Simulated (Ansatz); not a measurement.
Ge2S5⁻, relaxed as a doublet with UKS B3LYP-D4/def2-SVPD in Ansatz, starting from the GFN2-xTB geometry. Force threshold 0.02 eV/Å.

Another isomer (doublet) lies 1.64 eV lower at PBE0-D4/def2-SVP; other spin states weren't run for this one.

Start:

```
atom   x (Å)   y (Å)   z (Å)
 Ge1   0.405  -0.445   1.738
 Ge2  -1.327   0.013  -1.200
  S3  -1.475  -1.249   0.889
  S4   0.725   1.381  -0.009
  S5   2.477   0.403  -0.432
  S6  -2.947   1.381  -1.260
  S7   2.142  -1.484   0.274
```

| step | energy (eV) | largest force component (eV/Å) | SCF passes |
| --- | --- | --- | --- |
| 1 | -167193.8467 | 1.227 | 25 |
| 2 | -167193.8900 | 0.387 | 28 |
| 3 | -167193.9414 | 0.222 | 24 |
| 4 | -167193.9515 | 0.188 | 26 |
| 5 | -167193.9608 | 0.255 | 30 |
| 6 | -167193.9749 | 0.139 | 25 |
| 7 | -167193.9813 | 0.382 | 24 |
| 8 | -167193.9910 | 0.056 | 26 |
| 9 | -167193.9962 | 0.191 | 26 |
| 10 | -167194.0034 | 0.194 | 24 |
| 11 (rejected) | -167193.9731 | 0.463 | 28 |
| 12 | -167194.0100 | 0.042 | 23 |
| 13 | -167194.0102 | 0.025 | 24 |
| 14 | -167194.0105 | 0.019 | 25 |

Force components are those of the run's own axes.

End:

```xyz
7

Ge    0.5473   -0.5834    1.8346
Ge   -1.2002   -0.0130   -1.0130
S    -1.5466   -1.0796    1.0942
S     0.6792    1.4235    0.2428
S     2.4746    0.5211   -0.4327
S    -2.8313    1.2112   -1.6172
S     1.8770   -1.4798   -0.1086
```

By distances, no bond broke or formed. The bond that changes most is S5–S7, from 2.04 to 2.11 Å (atoms count from 1).

No frequencies were taken in this run, so the end may be a saddle point.

It took 6.2 min on 4 threads of Intel Xeon on a shared host, peak host memory 1.1 GiB.
